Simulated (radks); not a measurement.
The numbers below are computed, except where a source is named.
Spherical quantum dot in the effective-mass picture: electrons in a hard-walled sphere of radius 10.4, with a point charge +1 (a donor) at the centre, all in effective atomic units (hartree* = m*/eps^2 hartree, bohr* = eps/m* bohr), one dielectric constant everywhere. Level of theory: non-relativistic Kohn-Sham, LDA (Slater exchange, Perdew-Wang correlation), spin-polarised, spherical densities (a radial shooting solver with Libxc functionals). Levels are named by radial order and angular momentum (1s, 1p, 1d, 2s, ...), and open shells are averaged over m.

N = 24, configuration 1s2 1p6 1d10 2s(up 1, down 0) 1f(up 5, down 0). This is the lowest configuration that the search found (a dilute case). Occupied and some empty levels:

level,occupation,eigenvalue (hartree*),<r> (bohr*)
1s up,1,2.6079,7.437
1s down,1,2.6264,7.899
1p up,3,2.6271,8.006
2s up,1,2.6426,2.172
1p down,3,2.6440,7.989
1d up,5,2.6603,8.086
1d down,5,2.6774,8.073
1f up,5,2.7085,8.169
1f down,0,2.7258,8.160
1g up,0,2.7710,8.251
2s down,0,2.7842,2.498
1g down,0,2.7884,8.245
2p up,0,2.9237,5.189
2p down,0,2.9395,5.373
2d up,0,3.0167,5.999
2d down,0,3.0273,6.018

Energy (hartree*): total 31.2736, kinetic 5.5507, external -3.8705, Hartree 33.970, exchange-correlation -4.3771.

Electron density:

r (bohr*),n(r) (e/bohr*^3)
0.836,0.05557
1.61,0.01234
2.38,0.002956
3.16,0.0008798
3.93,0.0005694
4.71,0.0009312
5.48,0.001950
6.26,0.003905
7.03,0.006837
7.81,0.009659
8.58,0.009626
9.36,0.005065
10.1,0.0004005
